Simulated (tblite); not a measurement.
Species: C₆H₂N₂O.
SMILES with atom numbers: `[CH:1]#[C:2][C:3]#[C:4][c:5]1[n:6][cH:7][n:8][o:9]1` (hydrogens: H10 on C1; H11 on C7)

Computed with GFN2-xTB (tblite), gas phase: Langevin dynamics at 300 K from the optimised GFN2-xTB geometry, time step 0.5 fs, friction 0.01 fs⁻¹, 2000 steps. The instantaneous temperature is 2·E(kin)/(3Nk) with all 3N coordinates.

```
t (fs)  T (K)  E(pot) above start (eV)  C1≡C2 (Å)  C2–C3 (Å)  C3≡C4 (Å)  C4–C5 (Å)  C5–N6 (Å)  C1–H10 (Å)
     0    263                    0.000      1.206      1.353      1.212      1.396      1.309       1.049
    25    232                    0.300      1.188      1.396      1.210      1.424      1.307       1.049
    50    321                    0.203      1.225      1.368      1.220      1.395      1.322       1.035
    75    210                    0.214      1.199      1.330      1.210      1.418      1.312       1.089
   100    186                    0.290      1.208      1.351      1.201      1.442      1.311       1.011
   125    167                    0.222      1.199      1.333      1.226      1.387      1.283       1.094
   150    224                    0.315      1.232      1.348      1.217      1.385      1.276       1.012
   175    265                    0.213      1.194      1.376      1.216      1.382      1.305       1.102
   200    188                    0.275      1.212      1.382      1.197      1.386      1.306       0.996
   225    211                    0.437      1.211      1.360      1.218      1.400      1.326       1.122
   250    323                    0.288      1.211      1.338      1.225      1.362      1.294       1.015
   275    309                    0.427      1.212      1.392      1.214      1.396      1.274       1.088
   300    345                    0.363      1.217      1.399      1.205      1.425      1.292       1.028
   325    269                    0.297      1.203      1.310      1.213      1.373      1.299       1.080
   350    294                    0.334      1.206      1.358      1.218      1.445      1.337       1.033
   375    329                    0.292      1.211      1.373      1.188      1.419      1.318       1.067
   400    378                    0.280      1.195      1.352      1.218      1.413      1.298       1.040
   425    407                    0.274      1.206      1.326      1.239      1.436      1.306       1.068
   450    297                    0.376      1.218      1.323      1.200      1.418      1.301       1.024
   475    430                    0.204      1.212      1.377      1.215      1.404      1.302       1.075
   500    306                    0.501      1.228      1.404      1.237      1.356      1.300       1.076
   525    353                    0.322      1.224      1.357      1.208      1.348      1.318       1.059
   550    185                    0.397      1.195      1.335      1.222      1.447      1.314       1.059
   575    213                    0.250      1.193      1.334      1.215      1.427      1.301       1.042
   600    218                    0.317      1.238      1.344      1.207      1.381      1.337       1.066
   625    257                    0.375      1.217      1.408      1.218      1.390      1.348       1.030
   650    352                    0.342      1.196      1.344      1.207      1.357      1.347       1.072
   675    332                    0.314      1.221      1.354      1.213      1.399      1.316       1.037
   700    312                    0.235      1.204      1.366      1.215      1.403      1.268       1.072
   725    233                    0.449      1.194      1.356      1.204      1.410      1.234       1.043
   750    349                    0.233      1.224      1.356      1.209      1.423      1.271       1.064
   775    395                    0.176      1.201      1.355      1.211      1.384      1.336       1.050
   800    337                    0.288      1.206      1.338      1.186      1.395      1.351       1.045
   825    283                    0.237      1.205      1.354      1.227      1.398      1.329       1.061
   850    218                    0.233      1.209      1.349      1.209      1.383      1.331       1.048
   875    353                    0.285      1.218      1.346      1.212      1.400      1.323       1.049
   900    237                    0.203      1.203      1.341      1.223      1.404      1.302       1.049
   925    191                    0.326      1.197      1.354      1.206      1.438      1.274       1.061
   950    177                    0.339      1.216      1.372      1.204      1.412      1.306       1.035
   975    230                    0.256      1.187      1.351      1.221      1.371      1.308       1.057
  1000    181                    0.299      1.219      1.342      1.205      1.380      1.309       1.038
```

**Question.** From 500 fs on, how do temperature and potential energy compare with equipartition?

**Answer.** The mean temperature of these 21 frames is 272 K against the target 300 K, and the mean potential energy 0.30 eV against 27 × kT/2 = 0.35 eV for 27 classical harmonic modes. For 11 atoms in a canonical ensemble the temperature itself scatters by T·√(2/(3N)) = 74 K; here its standard deviation is 68 K. The whole run lasts only 10 friction times of 100 fs, so these averages carry a wide statistical error.

**Question.** What are the kinetic and total energies of the listed frame with the highest potential energy?

**Answer.** The one at 500 fs, 0.501 eV above the start. Its kinetic energy is 3NkT/2 = 0.435 eV at 306 K, so the sum is 0.94 eV; over the listed frames the sum runs from 0.37 to 0.94 eV, since the thermostat adds and removes energy.

**Question.** How much do the listed bonds fluctuate from 500 fs on?

**Answer.** 
```tsv
bond	at the start (Å)	mean (Å)	standard deviation (Å)
C1≡C2	1.206	1.209	0.013
C2–C3	1.353	1.355	0.019
C3≡C4	1.212	1.212	0.010
C4–C5	1.396	1.395	0.025
C5–N6	1.309	1.311	0.029
C1–H10	1.049	1.053	0.013
```

The motion is classical and holds no zero-point motion.

The cost below is that of the whole dynamics run. Time: 16 s of wall time; peak memory 0.18 GiB. Hardware: Arm Neoverse N1, one thread, no GPU, shared host with 64 logical CPUs at a one-minute load of 59.
